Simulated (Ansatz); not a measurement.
One change: `C[BH][SbH2]` becomes `O[BH][SbH2]`.

Ansatz, PBE0-D4/def2-TZVP geometries, multiplicity 1. Each molecule was computed in one conformer, which needn't be the lowest.

Elements past krypton have def2 core potentials.

```tsv
property	`C[BH][SbH2]`
ideal-gas entropy at 298 K and 1 bar (rigid rotor, harmonic PBE0-D4/def2-TZVP) / J/(mol·K)	326
size of the dipole moment (B3LYP/def2-TZVPP) / D	1.13
HOMO energy (ωB97M-V/def2-TZVPP) / eV	-8.84
size of the dipole moment (PBE/def2-TZVPP) / D	1.10
HOMO–LUMO gap (B3LYP/def2-TZVPP) / eV	4.83
LUMO energy (B3LYP/def2-TZVPP) / eV	-1.81
```

(1) Give the same properties after the change, and the shifts. (An estimate is asked.)

Answers

(1) Computed: 
```
                                                                                  property  `O[BH][SbH2]`  shift
ideal-gas entropy at 298 K and 1 bar (rigid rotor, harmonic PBE0-D4/def2-TZVP) / J/(mol·K)            310    -16
                                          size of the dipole moment (B3LYP/def2-TZVPP) / D           1.00  -0.13
                                                     HOMO energy (ωB97M-V/def2-TZVPP) / eV          -9.00  -0.16
                                            size of the dipole moment (PBE/def2-TZVPP) / D           1.06  -0.04
                                                     HOMO–LUMO gap (B3LYP/def2-TZVPP) / eV           5.65   0.82
                                                       LUMO energy (B3LYP/def2-TZVPP) / eV          -1.12   0.69
```

With PBE0 the HOMO falls by 0.15 eV and the LUMO rises by 0.71 eV, so the gap widens by about 0.86 eV. PBE moves the HOMO by -0.07 eV and ωB97M-V by -0.16 eV. The zero-point energy changes by -54.4 kJ/mol with -6 modes. Dipoles are sizes alone; their direction can turn.

B3LYP here is the variant with VWN-RPA as its local correlation; programs differ in this.

Spin–orbit coupling is left out; it splits and shifts lone-pair levels of the heavy atoms by tenths of an eV.
